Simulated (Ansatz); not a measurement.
Ansatz (an electronic-structure program) input (B3LYP/STO-3G):

Ansatz 0.2 input:
```yaml
crystal:
  periodic: [false, false, false]
  atoms:
    - {symbol: F, position_ang: [-0.04514898, 1.56520838, 0.01877883]}
    - {symbol: C, position_ang: [-0.00856108, 0.29679236, 0.00356081]}
    - {symbol: Cl, position_ang: [1.45882399, -0.42502430, -0.00382508]}
    - {symbol: Cl, position_ang: [-1.43190004, -0.50836567, -0.00737341]}
basis:
  gaussian:
    orbitals: STO-3G
hamiltonian:
  xc: {name: B3LYP}
total_charge: 1
output: {forces: true}
```

Output:

```
WARN ansatz: RAYON_NUM_THREADS=1 ignored (pool sized by the plan → 1); use --threads N
Functional definition: B3LYP
integrals: 0.01 GiB planned
338 factors; integrals over basis functions are off by at most 2.4e-5 eV
mean field: 0.08 GiB planned
mean field evaluation 1: about -28460.2213 eV, gradient 3.5e1 eV
mean field evaluation 2: about -28454.5793 eV, gradient 5.8e1 eV
mean field evaluation 4: about -28463.9335 eV, gradient 1.3e0 eV
mean field evaluation 8: about -28463.9371 eV, gradient 1.4e-3 eV
mean field -28463.93712003 eV, -1046.0303956114 hartree, gradient 3.8e-6 eV, S^2 0.000000; 0 other end points of the search recorded, 0 dependent functions left out
the calculation of the forces begins
reference -28463.93725454 eV, -1046.0304005548 hartree; 24, 24 occupied and 4, 4 virtual orbitals, 338 factors
Total energy: -28463.93725454 eV, -1046.0304005548 hartree
Atom 0 at    -0.045149     1.565208     0.018779 Å, force    -0.119734     4.150887     0.049801 eV/Å
Atom 1 at    -0.008561     0.296792     0.003561 Å, force    -0.026689     0.925243     0.011101 eV/Å
Atom 2 at     1.458824    -0.425024    -0.003825 Å, force     4.442692    -2.412090    -0.025087 eV/Å
Atom 3 at    -1.431900    -0.508366    -0.007373 Å, force    -4.296269    -2.664040    -0.035814 eV/Å
Dipole moment:    -0.006056     0.209955     0.002519 e Å
```

The dipole moment of an ion depends on the origin.
